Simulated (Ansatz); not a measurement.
A nudged elastic band was laid between two geometries of BFGaH₄N (8 atoms, charge 0, multiplicity 1).

Computed with Ansatz, RKS PBE0/def2-SVP.

```yaml
movable_images: 5
climbing_image: yes
spring: 5.0 eV/Å²
optimiser: quadratic models (default)
start_path: IDPP
force_threshold: 0.05 eV/Å
iteration_limit: 60
end_points: relaxed
```

Initial state:

```xyz
8
Properties=species:S:1:pos:R:3
B 0.484 1.329 -0.337
N 0.139 0.277 0.524
Ga -0.515 -1.341 -0.057
F -0.838 -2.430 1.280
H 0.346 1.173 -1.533
H 0.911 2.372 0.106
H 0.257 0.412 1.525
H -0.784 -1.791 -1.509
```

Final state:

```xyz
8
Properties=species:S:1:pos:R:3
B 0.481 1.327 -0.240
N 0.134 0.242 0.586
Ga -0.518 -1.385 0.024
F -0.711 -1.535 -1.707
H 0.352 1.225 -1.438
H 0.903 2.347 0.263
H 0.257 0.370 1.587
H -0.898 -2.589 0.924
```

(1) Which bonds break or form, and what moves?

(2) Give the energies along the band, and the barrier.

(3) What is the geometry of the highest image?

(4) What are the harmonic wavenumbers there?

Answers

(1) No bond is made or broken. The dihedral B1–N2–Ga3–F4 goes from 180 to 0°.

(2) The forces met the threshold. The highest image is number 3 of 0 to 6, 23.2 kJ/mol above the first end and 15.2 kJ/mol above the last; the last end lies 8.0 kJ/mol above the first. A vibrational analysis at the climbing image gives one clearly imaginary mode, 130i cm⁻¹: a first-order saddle point.

```json
{"image": "0", "path coordinate (Å)": "0.00", "energy (kJ/mol)": "0.0", "dihedral B1–N2–Ga3–F4 (°)": "180"}
{"image": "1", "path coordinate (Å)": "0.87", "energy (kJ/mol)": "5.7", "dihedral B1–N2–Ga3–F4 (°)": "-143"}
{"image": "2", "path coordinate (Å)": "1.74", "energy (kJ/mol)": "17.4", "dihedral B1–N2–Ga3–F4 (°)": "-111"}
{"image": "3", "path coordinate (Å)": "2.62", "energy (kJ/mol)": "23.2", "dihedral B1–N2–Ga3–F4 (°)": "-83"}
{"image": "4", "path coordinate (Å)": "3.36", "energy (kJ/mol)": "19.3", "dihedral B1–N2–Ga3–F4 (°)": "-59"}
{"image": "5", "path coordinate (Å)": "4.11", "energy (kJ/mol)": "11.6", "dihedral B1–N2–Ga3–F4 (°)": "-31"}
{"image": "6", "path coordinate (Å)": "4.86", "energy (kJ/mol)": "8.0", "dihedral B1–N2–Ga3–F4 (°)": "0"}
```

(3) 
```xyz
8
Properties=species:S:1:pos:R:3:forces:R:3
B 0.045 1.384 0.025 0.00 0.00 0.00
N 0.567 0.158 0.440 0.01 -0.01 0.01
Ga -0.194 -1.375 -0.272 0.02 0.02 -0.01
F -1.657 -1.900 0.537 -0.01 0.00 0.01
H -0.875 1.375 -0.776 0.00 -0.01 0.00
H 0.493 2.434 0.430 -0.01 0.00 0.00
H 1.341 0.146 1.097 0.00 -0.01 0.00
H 0.282 -2.222 -1.480 -0.01 0.00 0.00
```

(4) 130i, 106, 176, 294, 464, 600, 628, 710, 799, 922, 998, 1160, 1210, 1400, 2058, 2520, 2627, 3635 cm⁻¹.

Run time: 100 s on 2 threads of Arm Neoverse V1 (shared host), peak memory 0.2 GiB.
